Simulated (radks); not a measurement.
Results of a calculation; reference values are marked as such.
All-electron atom: Tc in [Kr] 4d5 5s2.

Level of theory: Dirac Kohn-Sham, BLYP, spin-unpolarised, spherical densities, finite nucleus; open shells are shared between the two j in proportion to 2j + 1; Fermi nuclear charge, rms radius 4.4112 fm (a radial shooting solver on a logarithmic mesh with Libxc functionals).

Energy parts (Ry):
part                        energy
total                  -8573.50800
kinetic                 8905.98573
electron-nucleus      -20716.20762
Hartree                 3494.72307
exchange-correlation    -258.00918

Orbitals (lengths in bohr, moments of r in powers of bohr):
orbital  occ.  eigenvalue (Ry)      <r^4>
1s1/2       2        -1533.277  6.518e-06
2s1/2       2        -218.7033   0.001195
2p1/2       2        -201.6988  0.0007906
2p3/2       4        -193.0022  0.0008901
3s1/2       2        -38.06781    0.06046
3p1/2       2        -31.53337    0.06199
3p3/2       4        -30.07929    0.06837
3d3/2       4        -18.51143    0.06904
3d5/2       6        -18.23188    0.07125
4s1/2       2         -5.37773      2.428
4p1/2       2         -3.46631      3.680
4p3/2       4         -3.24803      4.100
4d3/2       2         -0.48961      28.76
4d5/2       3         -0.46857      30.65
5s1/2       2         -0.36424      264.7

The highest occupied level is 5s1/2 at -4.956 eV. Summed over all electrons, <r^2> = 59.31 bohr^2, which gives a Langevin (diamagnetic) susceptibility term of -47 x 10^-6 cm^3/mol.
